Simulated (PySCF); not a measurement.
## Dipole polarisabilities along group 10, charge +2

Calculated with PySCF 2.14 for the ground configurations, without spin-orbit coupling: coupled response for Hartree-Fock and DFT. Mean α in bohr³, C₆ of like pairs in atomic units.

```csv
species,α UHF,α PBE,α PBE0,C₆ UHF,C₆ PBE,C₆ PBE0
"Ni²⁺ [Ar] 3d8 (aug-cc-pwCVTZ, non-relativistic)",2.572,3.279,3.034,7.070,9.193,8.462
"Pd²⁺ [Kr] 4d8 (aug-cc-pwCVTZ-PP with ECP28MDF, ECP)",6.045,6.953,6.642,31.22,36.65,34.81
"Pt²⁺ [Xe] 4f14 5d8 (aug-cc-pwCVTZ-PP with ECP60MDF, ECP)",8.758,9.807,9.443,56.18,63.93,61.29
```
